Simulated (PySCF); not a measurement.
**Two-component Hartree-Fock for Cd⁺ (cadmium, charge +1)**

Start: [Kr] 4d9 5s1 5p1; 4d3/2 filled at m_j = -3/2, -1/2, +1/2, +3/2; 4d5/2 filled at m_j = -3/2, -1/2, +1/2, +3/2, +5/2; 5s1/2 filled at m_j = +1/2; 5p3/2 filled at m_j = +3/2. Calculated with PySCF 2.14 in x2c-TZVPall-2c with one added diffuse shell each of s, p, d type (9s10p8d1f, 86 functions): generalised Hartree-Fock with the X2C-1e Hamiltonian and a Gaussian nucleus; one run each with spin-orbit coupling (SO) switched off, then screened by Boettger's factors. This is a chosen level, not necessarily the ground level.

```
spinor shell  electrons  ε, spin-free (eV)  ε, screened SO (eV)  weight of nominal j (screened SO)  rms radius, screened SO (bohr)
       1s1/2          2           -26862.0             -26859.9                              1.000                          0.0348
       2s1/2          2            -4090.1              -4089.5                              1.000                           0.142
       2p1/2          2            -3664.5              -3797.9                              1.000                           0.124
       2p3/2          4            -3664.5              -3603.2                              1.000                           0.128
       3s1/2          2            -813.41              -813.28                              1.000                           0.381
       3p1/2          2            -670.35              -695.01                              1.000                           0.375
       3d3/2          4            -447.01              -451.45                              0.999                           0.362
       3d5/2          6            -447.01              -443.95                              1.000                           0.365
       4s1/2          2            -144.33              -144.34                              1.000                           0.938
       4p1/2          2            -99.651              -104.72                              0.989                            1.01
       4p3/2          4            -99.651              -97.345                              0.994                            1.03
       4d3/2          4            -34.327              -35.124                              0.885                            1.31
       4d5/2          5            -34.327              -33.824                              0.908                            1.33
       5s1/2          1            -19.744              -19.762                              0.998                            2.77
       5p3/2          1            -13.057              -12.926                              1.000                            3.40
```

Problem. Where does 3p3/2 lie, and what is the 3p spin-orbit splitting (screened SO)?

Solution. At -658.99 eV, 36.023 eV above 3p1/2.

| quantity | spin-free | screened SO |
| --- | --- | --- |
| E (hartree) | -5590.04231 | -5591.17322 |
| M_J | 9/2 | 9/2 |
| ⟨J²⟩ | 24.766 | 24.766 |
| ⟨L²⟩ | 12.014 | 12.029 |
| ⟨S²⟩ | 3.752 | 3.767 |

Each row is a mean over spinors that exchange with the open shell spreads, by up to 6.263 eV (4p3/2).

Rows whose weight is well below 1 are mixtures of j = l ± 1/2: exchange outweighs spin-orbit coupling there, and the label is only the starting occupation.

Breit and QED terms are absent; they matter most for the inner s and p1/2 levels.

Densities and radii are taken from the X2C orbitals without a picture-change correction, which distorts them close to the nucleus.

Without spin-orbit coupling the j labels of p, d and f shells carry no meaning; the spin-free column gives the mean over the occupied spinors of each nl shell.
